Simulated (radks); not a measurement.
All-electron atom: Sb34+ in [Ne] 3s2 3p5. Calculated with a radial shooting solver on a logarithmic mesh with Libxc functionals: Dirac Kohn-Sham, relativistic LDA (MacDonald-Vosko exchange, VWN5 correlation), spin-unpolarised, spherical densities, finite nucleus; open shells fill j = l - 1/2 first; Fermi nuclear charge, rms radius 4.6802 fm.

Normalised radial functions P(r) = r R(r) (large component), r in bohr:

r	2p3/2	3s1/2	3p3/2
0.002935	0.0289	0.3516	0.0154
0.003642	0.0433	0.4129	0.0231
0.004521	0.0648	0.4799	0.0346
0.005656	0.0978	0.5531	0.0521
0.007019	0.1445	0.6232	0.0770
0.008711	0.2117	0.6864	0.1127
0.0109	0.3113	0.7346	0.1654
0.01353	0.4458	0.7506	0.2363
0.01679	0.6286	0.7200	0.3320
0.021	0.8798	0.6187	0.4620
0.02607	1.1878	0.4359	0.6182
0.03235	1.5577	0.1595	0.7993
0.04047	1.9871	-0.2170	0.9950
0.05023	2.4029	-0.6267	1.1561
0.06234	2.7533	-1.0021	1.2348
0.07799	2.9569	-1.2285	1.1537
0.0968	2.9167	-1.1536	0.8474
0.1201	2.6050	-0.7003	0.2855
0.1503	2.0364	0.1363	-0.5102
0.1865	1.3783	1.0882	-1.3118
0.2315	0.7755	1.8439	-1.8958
0.2896	0.3356	2.0974	-2.0409
0.3595	0.1123	1.7673	-1.7014
0.4461	0.0265	1.1198	-1.0947
0.5582	0.0037	0.4992	-0.5068
0.6927	0.0003	0.1568	-0.1684
0.8597	0.0000	0.0315	-0.0365

2p3/2: eigenvalue -5851.1 eV, 0 radial nodes, <r> = 0.108 bohr, 90 % of the charge inside 0.174 bohr. 3s1/2: eigenvalue -2391.2 eV, 2 radial nodes at r = 0.0358, 0.146 bohr, <r> = 0.300 bohr, 90 % of the charge inside 0.436 bohr. 3p3/2: eigenvalue -2230.5 eV, 1 radial node at r = 0.131 bohr, <r> = 0.294 bohr, 90 % of the charge inside 0.436 bohr.
